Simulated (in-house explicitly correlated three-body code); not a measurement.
Computed with an exponentially correlated three-body code. Model: two electrons around a point charge, non-relativistic, variational in 260 exponentially correlated functions (energies converged to about 1e-7 hartree, or 1e-8 relative for large Z).

Command:
```bash
python run_hyl.py task.json out
```
Settings (lengths in bohr, energies in hartree):
```
Z                      6
screening              5.4
interaction_strength   1
functions              260
states_tried           1
```

Cost of the run: 19 s on 1 thread of Arm Neoverse N1, with other jobs on the host.

**Ground state only, binding against the one-electron ion.**

Given: nuclear charge 6; Yukawa screening of all interactions 5.4 1/bohr.

Computed: one-electron threshold -0.875310978 hartree.

```json
{"term": "1 1S", "energy (hartree)": "-1.46596823", "binding (eV)": "16.073"}
```

**Converged states only, values per electron or pair (inverse distances are <exp(-kr)/r>).**

| term | mean r (bohr) | mean r squared (bohr²) | mean inverse r (1/bohr) | mean r12 (bohr) | mean inverse r12 (1/bohr) | mean cosine | mean p1 dot p2 (bohr⁻²) | delta r1 (bohr⁻³) | delta r12 (bohr⁻³) |
| --- | --- | --- | --- | --- | --- | --- | --- | --- | --- |
| 1 1S | 0.60086 | 0.58348 | 1.06 | 0.91953 | 0.23946 | -0.0093997 | 0.092133 | 20.517 | 1.0224 |
